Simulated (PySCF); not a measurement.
Simulated P 2p region for Al2Br4H4P2 ((Br2Al-mu-PH2)2), binding energy against the vacuum level.

Every computed line was given a Gaussian of 0.5 eV full width at half maximum and an area set by the number of equivalent atoms (split 2:1 within a doublet); the highest printed point is 100. The calculation used delta-SCF UKS SCAN, pcX-2 on the ionised atom, pcseg-1 elsewhere, spin-free X2C in PySCF 2.14.0.

(binding energy (eV), intensity): (136.5, 1), (136.6, 3), (136.7, 10), (136.8, 25), (136.9, 49), (137.0, 78), (137.1, 98), (137.2, 100), (137.3, 82), (137.4, 54), (137.5, 30), (137.6, 17), (137.7, 17), (137.8, 27), (137.9, 40), (138.0, 50), (138.1, 49), (138.2, 39), (138.3, 25), (138.4, 13), (138.5, 5), (138.6, 2), (138.7, 0)

**Question.** Count the maxima, the lines and the sites behind this envelope.

**Answer.** The curve has 2 maxima (at 137.2 and 138.0 eV). Under it lie 2 lines from 1 inequivalent phosphorus site, drawn as a 2p3/2, 2p1/2 pair.

**Question.** Decompose the envelope and assign each component. Bonds: Al1–Br2, Al1–Br3, Al1–P4, Al1–P8, P4–Al5, Al5–Br6, Al5–Br7, Al5–P8. Hydrogens: H9, H10 on P4; H11, H12 on P8.

**Answer.** 
```
position (eV)  relative area     line  atoms                        environment
       137.16           1.33  P 2p3/2  P4/P8  phosphorus bonded to 2 Al and 2 H
       138.05           0.67  P 2p1/2  P4/P8  phosphorus bonded to 2 Al and 2 H
```

**Question.** What are the centre and the root-mean-square width of the whole band?

**Answer.** The area-weighted mean of the lines is 137.45 eV. Their own spread about it is 0.42 eV (rms) and each Gaussian has σ = 0.5/2.355 = 0.21 eV; the variances add, which gives 0.47 eV.

Shake-up satellites, vibrational structure and lifetime widths aren't simulated. The first atom of each set that the bonding makes equivalent was ionised and stands for the set. Spin–orbit coupling isn't in the SCF: each 2p doublet comes from a relaxed spin-free hole plus a matrix of the shell (mean-field spin–orbit coupling and the ground-state 2p splitting), with 2p3/2 averaged over its two sublevels. 2p1/2 minus 2p3/2 (ligand field included): P 0.89 eV. Geometry: PBE0-D3(BJ)/def2-SVP, one conformer, isolated molecule.

On Intel Xeon at 2.50 GHz, one thread, shared host with 64 logical CPUs at a one-minute load of 58, this took 1.8 min wall and 0.95 GiB of memory at its peak.
